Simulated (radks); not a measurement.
Values are calculated unless marked as measured or tabulated.
Ir19+, configuration [Kr] 4d10 4f12.

Level of theory: scalar-relativistic Kohn-Sham, LDA (Slater exchange, VWN5 correlation), spin-polarised, spherical densities, finite nucleus; open shells are filled with parallel spins first (spin-orbit coupling, left out, can overturn this in heavy ions); Fermi nuclear charge, rms radius 5.4032 fm (a radial shooting solver on a logarithmic mesh with Libxc functionals).

Energy parts (hartree):
total: -17675.6376
kinetic: 19649.4420
electron-nucleus: -42868.8387
Hartree: 5862.7038
exchange-correlation: -318.9447

Orbitals (lengths in bohr, moments of r in powers of bohr):
| orbital | occ. | eigenvalue (hartree) | <1/r> | <r^4> |
|---|---|---|---|---|
| 1s up | 1 | -2811.586 | 92.08 | 4.822e-07 |
| 1s down | 1 | -2811.586 | 92.08 | 4.822e-07 |
| 2s up | 1 | -505.9243 | 21.58 | 0.00007135 |
| 2s down | 1 | -505.9210 | 21.58 | 0.00007135 |
| 2p up | 3 | -442.0913 | 19.36 | 0.00005701 |
| 2p down | 3 | -442.0888 | 19.36 | 0.00005700 |
| 3s up | 1 | -131.1329 | 8.000 | 0.002592 |
| 3s down | 1 | -131.0729 | 8.002 | 0.002589 |
| 3p up | 3 | -112.4518 | 7.340 | 0.002816 |
| 3p down | 3 | -112.3915 | 7.343 | 0.002812 |
| 3d up | 5 | -91.83086 | 6.923 | 0.002162 |
| 3d down | 5 | -91.78366 | 6.925 | 0.002158 |
| 4s up | 1 | -40.69563 | 3.455 | 0.05651 |
| 4s down | 1 | -40.59793 | 3.454 | 0.05660 |
| 4p up | 3 | -34.48455 | 3.143 | 0.07330 |
| 4p down | 3 | -34.39051 | 3.141 | 0.07345 |
| 4d up | 5 | -26.85021 | 2.840 | 0.09559 |
| 4d down | 5 | -26.75859 | 2.838 | 0.09592 |
| 4f up | 7 | -18.30838 | 2.492 | 0.1323 |
| 4f down | 5 | -18.21339 | 2.489 | 0.1336 |

The highest occupied level is 4f down at -495.61 eV. The electron density at the nucleus is 1.938e+06 e/bohr^3 (large components only). Spin moment in Bohr magnetons: 2. Summed over all electrons, <r^2> = 8.235 bohr^2, which gives a Langevin (diamagnetic) susceptibility term of -6.52 x 10^-6 cm^3/mol.
